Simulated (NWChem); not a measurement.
# Ag₂; SMILES [Ag][Ag]

```xyz
2

Ag     0.0000     0.0000    -1.2893
Ag     0.0000     0.0000     1.2893
```
Atoms are numbered in this order, from 1.

All runs: NWChem. All runs use the structure optimised with PBE0/def2-SVP. def2 effective core potentials on Ag; no spin-orbit coupling. Vertical excitations in the gas phase; the lowest state need not have the same character in each row.

```csv
level,"lowest excitation, singlet (eV)",oscillator strength of that lowest state,lowest triplet (eV),orbital gap (eV)
"PBE/def2-SVPD, TDA",3.37,…,…,2.03
"B3LYP/def2-SVPD, TDA",3.40,0.655,1.69,2.98
"LDA (Slater exchange, VWN5)/def2-SVPD, TDA",3.41,0.513,1.82,2.07
"PBE0/def2-SVPD, TDA",3.38,0.661,1.67,3.31
```

Problem. Complete the blanks.

Solution. 
- PBE/def2-SVPD, TDA, oscillator strength of that lowest state: 0.552
- PBE/def2-SVPD, TDA, lowest triplet (eV): 1.73
